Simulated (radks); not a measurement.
Hg V, configuration [Xe] 4f14 5d8.

All-electron calculation, non-relativistic Kohn-Sham, r2SCAN, spin-polarised, spherical densities, point nucleus; open shells are filled with parallel spins first (spin-orbit coupling, left out, can overturn this in heavy ions); meta-GGA in the generalised Kohn-Sham scheme; relativity is left out, which matters for an element this heavy. Program: a radial shooting solver on a logarithmic mesh with Libxc functionals.

Energy parts (hartree):
part                       energy
total                 -18409.2633
kinetic                18404.9712
electron-nucleus      -43700.6449
Hartree                 7234.3451
exchange-correlation    -347.9346

Orbitals (lengths in bohr, moments of r in powers of bohr; <r^-3> diverges for s and p1/2; r(max) is where P^2 peaks):
| orbital | occ. | eigenvalue (hartree) | <r^2> | <r^4> | r(max) | <r^-3> |
|---|---|---|---|---|---|---|
| 1s up | 1 | -2761.911 | 0.0004786 | 5.775e-07 | 0.01256 | - |
| 1s down | 1 | -2761.912 | 0.0004786 | 5.775e-07 | 0.01256 | - |
| 2s up | 1 | -464.8980 | 0.007436 | 0.00009272 | 0.06822 | - |
| 2s down | 1 | -464.8858 | 0.007436 | 0.00009272 | 0.06821 | - |
| 2p up | 3 | -447.0547 | 0.005486 | 0.00005807 | 0.05293 | 18140 |
| 2p down | 3 | -447.0460 | 0.005486 | 0.00005806 | 0.05293 | 18140 |
| 3s up | 1 | -111.1932 | 0.04587 | 0.003132 | 0.1861 | - |
| 3s down | 1 | -111.1910 | 0.04587 | 0.003132 | 0.1861 | - |
| 3p up | 3 | -102.7703 | 0.04223 | 0.002769 | 0.1751 | 3973 |
| 3p down | 3 | -102.7675 | 0.04223 | 0.002769 | 0.1751 | 3973 |
| 3d up | 5 | -87.08537 | 0.03253 | 0.001841 | 0.1377 | 707.1 |
| 3d down | 5 | -87.07837 | 0.03253 | 0.001841 | 0.1377 | 707.0 |
| 4s up | 1 | -25.50298 | 0.2183 | 0.06843 | 0.4143 | - |
| 4s down | 1 | -25.49716 | 0.2183 | 0.06841 | 0.4143 | - |
| 4p up | 3 | -21.81712 | 0.2238 | 0.07368 | 0.4134 | 942.5 |
| 4p down | 3 | -21.81035 | 0.2238 | 0.07364 | 0.4135 | 941.9 |
| 4d up | 5 | -15.04959 | 0.2348 | 0.08681 | 0.4059 | 148.8 |
| 4d down | 5 | -15.04041 | 0.2347 | 0.08665 | 0.4059 | 148.7 |
| 4f up | 7 | -5.98459 | 0.2666 | 0.1406 | 0.3627 | 32.91 |
| 4f down | 7 | -5.97269 | 0.2656 | 0.1390 | 0.3627 | 32.95 |
| 5s up | 1 | -5.34116 | 1.109 | 1.765 | 0.9146 | - |
| 5s down | 1 | -5.27446 | 1.104 | 1.753 | 0.9120 | - |
| 5p up | 3 | -4.13725 | 1.288 | 2.441 | 0.9652 | 165.0 |
| 5p down | 3 | -4.06691 | 1.284 | 2.432 | 0.9626 | 166.4 |
| 5d up | 5 | -2.19584 | 1.978 | 6.233 | 1.123 | 17.95 |
| 5d down | 3 | -2.12326 | 1.997 | 6.415 | 1.121 | 17.95 |

The highest occupied level is 5d down at -57.777 eV. Summed over all electrons, <r^2> = 34.38 bohr^2, which gives a Langevin (diamagnetic) susceptibility term of -27.2 x 10^-6 cm^3/mol. The density falls to 0.001 e/bohr^3 at r = 3.03 bohr. The spin density at the nucleus is -1.622 e/bohr^3 (1s -0.002, 2s -0.364, 3s -0.208, 4s 0.723, 5s -1.771).
